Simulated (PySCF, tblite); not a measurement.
Isomers of C6H6NP, one GFN2-xTB conformer each. Single-point energies are computed at PBE0/pcSseg-1 (PySCF, gas phase, no added dispersion term), electronic only.

Question: Rank them by PBE0/pcSseg-1 energy, lowest first (kcal/mol).
A. `C#Cc1cn(C)cp1`
B. `[CH2:1]=[CH:2][c:3]1[n:4][cH:5][cH:6][cH:7][p:8]1` with C1–C2–C3–N4 0°
C. `[CH2:1]=[CH:2][c:3]1[cH:4][n:5][cH:6][cH:7][p:8]1` with C1–C2–C3–C4 180°
D. `[CH2:1]=[CH:2][c:3]1[cH:4][p:5][cH:6][cH:7][n:8]1` with C1–C2–C3–C4 180°
E. `[CH2:1]=[P:2][c:3]1[cH:4][cH:5][cH:6][n:7][cH:8]1` with C1–P2–C3–C4 -45°
F. `[CH:1]1=[CH:2][P:3]1[n:4]1[cH:5][cH:6][cH:7][cH:8]1` with C2–P3–N4–C5 160°

Answer: D (0.0), B (1.7), E (1.9), C (2.8), A (23.4), F (24.5).

As drawn, the highest has a three-membered ring, which the lowest lacks. Neighbours under 2.5 kcal/mol apart (C=Cc1cpccn1 and C=Cc1ncccp1; C=Cc1ncccp1 and C=Pc1cccnc1; C=Pc1cccnc1 and C=Cc1cnccp1; C#Cc1cn(C)cp1 and C1=CP1n1cccc1) can change places with a better method, another conformer or zero-point energy. GFN2-xTB itself gives, in the same order: 0.1, 0.4, 0.1, 0.0, 7.4, 10.9. GFN2-xTB puts C=Cc1cnccp1 lowest instead; measured from each level's own lowest isomer, the values differ by up to 16.0 kcal/mol (C#Cc1cn(C)cp1: 7.4 against 23.4).

Which frontier levels, dipoles and rotational constants go with these structures?

```tsv
SMILES	HOMO (eV, PBE0/pcSseg-1)	LUMO (eV)	dipole (D)	A, B, C (MHz)
C=Cc1cpccn1	-7.18	-2.18	0.28	4205, 1284, 983.7
C=Cc1ncccp1	-6.84	-1.94	1.38	3413, 1524, 1054
C=Pc1cccnc1	-7.29	-2.02	2.55	4532, 1188, 984.6
C=Cc1cnccp1	-7.04	-2.40	1.07	3645, 1493, 1059
C#Cc1cn(C)cp1	-6.48	-0.49	4.51	3542, 1292, 952.1
C1=CP1n1cccc1	-6.20	-0.72	2.00	4971, 1296, 1095
```

What happens when harmonic zero-point energies from GFN2-xTB frequencies are added?

```csv
SMILES,ZPE (kcal/mol),electronic (kcal/mol),with ZPE (kcal/mol)
C=Cc1cpccn1,63.7,0.0,0.0
C=Cc1ncccp1,63.7,1.7,1.7
C=Pc1cccnc1,63.6,1.9,1.8
C=Cc1cnccp1,63.7,2.8,2.8
C#Cc1cn(C)cp1,63.3,23.4,23.0
C1=CP1n1cccc1,63.1,24.5,23.9
```

The zero-point energies span 0.6 kcal/mol. The order is unchanged.
